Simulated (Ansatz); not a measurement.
CH$_{3}$Cl$_{3}$OSn (`C[O][Sn]([Cl])([Cl])[Cl]`). The species carries charge 0 and has multiplicity 1. Sn takes the def2 core potential. Geometry: relaxed with PBE0-D4/def2-TZVP. It is one conformer, not always the lowest.

```xyz
9

C    -0.373    1.133   -0.978
O    -0.028    0.897    0.377
Sn    0.343   -0.900    0.978
Cl   -1.499   -2.235    0.653
Cl    0.865   -0.773    3.197
Cl    2.094   -1.781   -0.220
H    -0.528    2.208   -1.083
H    -1.299    0.621   -1.260
H     0.425    0.830   -1.664
```

Problem. What is the dipole moment at PBE/def2-TZVPP? (Best estimate.)

Solution. Computed: 1.57 D, with components (-0.40, 0.82, -1.28) D in this frame, pointing from negative to positive charge.

Problem. And with r2SCAN, B3LYP, ωB97M-V? (Estimate.)

Solution. Ansatz gave: r2SCAN 1.61 D, B3LYP 1.56 D, ωB97M-V 1.49 D.

Problem. Give the Mulliken charges with PBE, B3LYP, r2SCAN in def2-TZVPP. (An estimate is asked.)

Solution. The calculation gave: 
```tsv
atom	PBE	B3LYP	r2SCAN
C1	-0.14	-0.13	0.00
O2	-0.42	-0.50	-0.49
Sn3	1.12	1.23	1.22
Cl4	-0.29	-0.31	-0.32
Cl5	-0.28	-0.30	-0.30
Cl6	-0.29	-0.31	-0.32
H7	0.11	0.11	0.07
H8	0.11	0.11	0.07
H9	0.11	0.11	0.07
```

B3LYP here is the variant with VWN-RPA as its local correlation; programs differ in this.
